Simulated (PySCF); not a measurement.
All numbers come from PBE0 in PySCF with W def2-TZVP with ECP60, S def2-TZVP; scalar-relativistic core potentials, no spin–orbit coupling; density-fitted integrals. Open shells, if any, are unrestricted.

Q: What shape and geometry does isolated singlet WS₂²⁺ take (every ligand bound to W)?

A: Formally W is in oxidation state +6, d0. A d0 centre has no lone pair, yet it is C2v rather than linear: covalent bonding through the d orbitals favours lower symmetry. The polar-tensor charge on W, 1.58, is far below the formal one. The lowest minimum found is a singlet of C2v symmetry with W–S 2.064 Å (×2); S–W–S 104.0°. Its harmonic wavenumbers are 238 (a1), 582 (b2), 610 (a1) cm⁻¹ and its dipole moment is 0.49 D about the centre of mass.

Other isomers or separated fragments may lie lower. No spin–orbit coupling is included, which matters more the heavier the element.
